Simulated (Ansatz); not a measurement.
Gas-phase electronic energies from Ansatz, PBE0-D4/def2-TZVP geometries. CCSD(T)/CBS is the MP2 limit (def2-TZVPP, def2-QZVPP) plus CCSD(T) − MP2 in def2-TZVPP, frozen cores. Each species was taken in one conformer, which may not be the lowest.

Consider the isomerisation: `O=C[SiH]([SiH3])S` → `O=C([SiH3])S[SiH3]`.

| species | CCSD(T)/CBS(def2) energy (Eh) |
| --- | --- |
| `O=C[SiH]([SiH3])S` | -1092.76163 |
| `O=C([SiH3])S[SiH3]` | -1092.76485 |

Question: Work out ΔE.

Answer: ΔE = (-1092.76485) − (-1092.76163) = -0.00322 Eh = -8.5 kJ/mol.

Largest T1 diagnostic among the species: 0.017.

From PBE to PBE0 (25 % exact exchange), in def2-TZVPP and without D4, ΔE moves by +3.7 kJ/mol.
